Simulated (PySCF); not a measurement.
Compound: CH6Cl2GaN.
Z-matrix (Å and degrees, PBE0-D3(BJ)/def2-SVP geometry), rows numbered from 1:
```
C 
Ga  1  1.9549
N   2  2.1067  1  108.15
Cl  2  2.1887  1  119.70  3  -108.63
Cl  2  2.1872  1  119.11  3   106.11
H   1  1.1003  2  110.91  3   -59.53
H   1  1.0999  2  109.50  3  -178.58
H   1  1.1002  2  111.20  3    62.09
H   3  1.0214  2  106.27  1   178.47
H   3  1.0207  2  112.46  1    61.02
H   3  1.0204  2  113.70  1   -63.11
```

Method used: PBE0-D3(BJ)/def2-SVP geometry optimisation, gas phase in PySCF 2.14.0.

Masses are those of the commonest isotopes; rigid-rotor values at the optimised geometry. 

Give the principal moments of inertia and the rotational constants in cm⁻¹.

Ia = 230.64, Ib = 324.37, Ic = 375.31 u·Å²; 505379 MHz·u·Å²/I gives 2191, 1558 and 1347 MHz, that is A = 0.07309, B = 0.05197, C = 0.04492 cm⁻¹.

Classify the top.

An asymmetric top. Ray's parameter κ = (2B − A − C)/(A − C) = -0.499; −1 is the prolate and +1 the oblate limit.

Is it planar, by Δ = Ic − Ia − Ib?

Not planar: Δ = Ic − Ia − Ib = -179.70 u·Å². For a rigid frame Δ = −2 Σ m c², so Σ m c² = 89.85 u·Å² lies off the ab plane: 21.20 from hydrogen and 68.65 from heavier atoms. The atom farthest from that plane is 2.41 Å away.

Give the other two planar moments, Paa and Pbb, and the rms extents of the mass along the axes.

Paa = Σ m a² = (Ib + Ic − Ia)/2 = 234.52 and Pbb = Σ m b² = (Ia + Ic − Ib)/2 = 140.79 u·Å². With the mass M = 170.91 u, the rms extents √(P/M) along a, b and c are 1.17, 0.91, 0.73 Å.

Give the coordinates in the principal-axis frame, origin at the centre of mass.

The sense of each axis is arbitrary; atoms in the order of the calculation.
```json
{"atom": "C1", "mass (u)": "12.000", "a (Å)": "-0.016", "b (Å)": "2.131", "c (Å)": "-0.822"}
{"atom": "Ga2", "mass (u)": "68.926", "a (Å)": "0.003", "b (Å)": "0.316", "c (Å)": "-0.096"}
{"atom": "N3", "mass (u)": "14.003", "a (Å)": "-0.055", "b (Å)": "0.449", "c (Å)": "2.005"}
{"atom": "Cl4", "mass (u)": "34.969", "a (Å)": "1.834", "b (Å)": "-0.879", "c (Å)": "-0.210"}
{"atom": "Cl5", "mass (u)": "34.969", "a (Å)": "-1.804", "b (Å)": "-0.907", "c (Å)": "-0.242"}
{"atom": "H6", "mass (u)": "1.008", "a (Å)": "-0.922", "b (Å)": "2.670", "c (Å)": "-0.508"}
{"atom": "H7", "mass (u)": "1.008", "a (Å)": "-0.012", "b (Å)": "2.087", "c (Å)": "-1.921"}
{"atom": "H8", "mass (u)": "1.008", "a (Å)": "0.871", "b (Å)": "2.697", "c (Å)": "-0.500"}
{"atom": "H9", "mass (u)": "1.008", "a (Å)": "-0.070", "b (Å)": "-0.512", "c (Å)": "2.353"}
{"atom": "H10", "mass (u)": "1.008", "a (Å)": "-0.899", "b (Å)": "0.912", "c (Å)": "2.344"}
{"atom": "H11", "mass (u)": "1.008", "a (Å)": "0.758", "b (Å)": "0.914", "c (Å)": "2.410"}
```

Predict some low-J microwave lines.

The dipole components are |μa| = 0.15 D, |μb| = 3.32 D, |μc| = 5.25 D. The squared components, which scale the intensities, stand as 0.00 : 0.40 : 1.00 (a : b : c). Some of the stronger lines:

```csv
type,branch,"J(Ka,Kc)",MHz,lower level (cm⁻¹)
c,Q,"1(1,1) ← 1(0,1)",633,0.097
b,Q,"1(1,0) ← 1(0,1)",845,0.097
b,Q,"2(1,1) ← 2(0,2)",1101,0.289
c,Q,"3(2,2) ← 3(1,2)",1614,0.626
b,Q,"3(2,1) ← 3(1,2)",1826,0.626
b,Q,"2(2,0) ← 2(1,1)",1944,0.326
b,Q,"2(2,1) ← 2(1,2)",2534,0.305
c,Q,"3(3,1) ← 3(2,1)",3508,0.687
b,Q,"3(3,0) ← 3(2,1)",3514,0.687
b,R,"1(1,1) ← 0(0,0)",3538,0.000
c,Q,"4(4,1) ← 4(3,1)",5066,1.195
b,R,"2(1,2) ← 1(0,1)",6231,0.097
b,R,"3(1,2) ← 2(2,1)",7100,0.389
b,R,"4(1,3) ← 3(2,2)",10318,0.680
b,R,"3(2,2) ← 2(1,1)",10613,0.326
b,R,"4(0,4) ← 3(1,3)",10965,0.584
c,R,"3(2,2) ← 2(1,2)",11248,0.305
b,R,"3(3,1) ← 2(2,0)",12389,0.391
b,R,"3(3,0) ← 2(2,1)",12440,0.389
c,R,"4(2,3) ← 3(1,3)",14460,0.584
c,R,"4(4,1) ← 3(3,1)",16800,0.804
b,R,"4(4,0) ← 3(3,1)",16801,0.804
```

Not checked by PBE0-D3(BJ)/def2-SVP frequencies. These are rigid-rotor constants of the computed structure; measured ground-state constants (B0) also hold zero-point vibration. A rigid rotor knows nothing of internal rotation, which can split or shift real lines. Quadrupole hyperfine structure (14N, 35Cl, 69Ga) is left out.
